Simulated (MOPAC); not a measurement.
Job for MOPAC: PM6 on MoF+, 2S+1 = 5, a spin state set in the input, which need not be the lowest, a point of a bond scan (R = 1.833 Å). Charge +1.

```
PM6 1SCF PRECISE CHARGE=1 UHF MS=2 THREADS=1
FMo

Mo     0.00000000 1     0.00000000 1     0.00000000 1
F      0.00000000 1     0.00000000 1     1.83327100 1
```

Program output:

```
*******************************************************************************
 **                                                                           **
 **                              MOPAC v23.2.5                                **
 **                                                                           **
 *******************************************************************************
 ** MOPAC's Digital Object Identifier: https://doi.org/10.5281/zenodo.6511958 **
 **                                                                           **
 ** Please cite the open-source release paper for use of this MOPAC version:  **
 ** J. E. Moussa and J. J. P. Stewart (2026)                                  **
 ** MOPAC: An open-source semiempirical molecular orbital program             **
 ** J. Open Source Softw., 11(119), 8025, https://doi.org/10.21105/joss.08025 **
 *******************************************************************************

                              PM6 CALCULATION RESULTS

 *******************************************************************************
 *  PM6        - The PM6 Hamiltonian to be used
 *  UHF        - UNRESTRICTED HARTREE-FOCK CALCULATION
 *
 *
 *
 *                 CHARGE ON SYSTEM = +1
 *
 *
 *
 *  MS=        - IN MECI, MAGNETIC COMPONENT OF SPIN =  2.0
 *  PRECISE    - TIGHTER CRITERIA TO BE USED
 *  1SCF       - DO 1 SCF AND THEN STOP
 *  THREADS=1  - MULTI-THREADING NOT USED
 *  T=         - A TIME OF 172800.0 SECONDS REQUESTED
 *  DUMP=N     - RESTART FILE WRITTEN EVERY 7200.0 SECONDS REQUESTED
 *******************************************************************************
PM6 1SCF PRECISE CHARGE=1 UHF MS=2 THREADS=1
 FMo

   ATOM   CHEMICAL          X               Y               Z
  NUMBER   SYMBOL      (ANGSTROMS)     (ANGSTROMS)     (ANGSTROMS)

     1      Mo          0.00000000  *   0.00000000  *   0.00000000  *
     2       F          0.00000000  *   0.00000000  *   1.83327100  *



          CARTESIAN COORDINATES

    NO.       ATOM           X           Y           Z

     1        Mo          0.0000      0.0000      0.0000
     2         F          0.0000      0.0000      1.8333

 General Reference for PM6:
 "Optimization of Parameters for Semiempirical Methods V: Modification of NDDO Approximations
 and Application to 70 Elements", J. J. P. Stewart, J. Mol. Mod., 13, 1173-1213 (2007)
 URL: https://link.springer.com/article/10.1007/s00894-007-0233-4

           Empirical Formula: Mo F  =     2 atoms



      MOLECULAR POINT GROUP   :   C*v


          UHF CALCULATION, NO. OF ALPHA ELECTRONS =    8
                           NO. OF BETA  ELECTRONS =    4

 -------------------------------------------------------------------------------
 PM6 1SCF PRECISE CHARGE=1 UHF MS=2 THREADS=1
 FMo



     1SCF WAS SPECIFIED, SO BFGS WAS NOT USED
     SCF FIELD WAS ACHIEVED


                              PM6 CALCULATION
                                                       MOPAC v23.2.5 Linux




          FINAL HEAT OF FORMATION =        234.79204 KCAL/MOL =     982.36989 KJ/MOL


          COSMO AREA              =         89.16 SQUARE ANGSTROMS
          COSMO VOLUME            =         77.32 CUBIC ANGSTROMS

          IONIZATION POTENTIAL    =         15.396454 EV
          ALPHA SOMO LUMO (EV)    =        -15.396 -7.611
          BETA  SOMO LUMO (EV)    =        -20.136 -6.088
          NO. OF ALPHA ELECTRONS  =          8
          NO. OF BETA  ELECTRONS  =          4
          MOLECULAR WEIGHT        =        114.9384         POINT GROUP:  C*v

          MOLECULAR DIMENSIONS (Angstroms)

            Atom       Atom       Distance
            F     2   Mo     1     1.83327
            F     2   Mo     1     0.00000
           Mo     1    F     2     0.00000


          SCF CALCULATIONS        =          1





   ATOM   CHEMICAL          X               Y               Z
  NUMBER   SYMBOL      (ANGSTROMS)     (ANGSTROMS)     (ANGSTROMS)

     1      Mo          0.00000000  *   0.00000000  *   0.00000000  *
     2       F          0.00000000  *   0.00000000  *   1.83327100  *

                             CARTESIAN COORDINATES

   1   Mo        0.000000000     0.000000000     0.000000000
   2    F        0.000000000     0.000000000     1.833271000


           Empirical Formula: Mo F  =     2 atoms



      MOLECULAR POINT GROUP   :   C*v


          ALPHA EIGENVALUES
 -46.65563 -22.36133 -22.33561 -20.18327 -18.06884 -18.06082 -16.31228 -15.39645
  -7.61144  -5.52476  -3.25083  -2.89631  -1.53543


           BETA EIGENVALUES
 -46.44654 -21.38436 -21.29989 -20.13555  -6.08798  -5.51893  -5.34441  -5.16895
  -5.13179  -4.48299  -0.46643  -0.22136   0.18417


              NET ATOMIC CHARGES AND DIPOLE CONTRIBUTIONS

  ATOM NO.   TYPE          CHARGE      No. of ELECS.   s-Pop       p-Pop       d-Pop
    1         Mo           1.164154        4.8358     0.36425     0.07942     4.39217
    2          F          -0.164154        7.1642     1.93061     5.23354
 DIPOLE           X         Y         Z       TOTAL
 POINT-CHG.     0.000     0.000    -2.901     2.901
 HYBRID        -0.000     0.000    -1.282     1.282
 SUM           -0.000     0.000    -4.183     4.183


          ATOMIC ORBITAL ELECTRON POPULATIONS

     Atom    s        px        py        pz      x^2-y^2     xz        z^2       yz        xy
    1 Mo   0.36425   0.01815   0.01615   0.04512   0.99700   1.08503   0.88736   0.42278   1.00000
    2  F   1.93061   1.89681   1.56107   1.77566


                    (SZ)    =    2.000000
                    (S**2)  =    6.024075


          ATOMIC ORBITAL SPIN POPULATIONS

    Atom   Total    s     px     py     pz   x^2-y^2  xz     z^2    yz     xy
         Atomic
    1 Mo  3.9467  0.354  0.008  0.004  0.018  0.997  0.906  0.536  0.123  1.000
    2  F  0.0533  0.004  0.086 -0.127  0.091

 **********************
 *                    *
 * JOB ENDED NORMALLY *
 *                    *
 **********************




 == MOPAC DONE ==
```

The run finished.

Cost: very roughly 0.03 core-seconds.
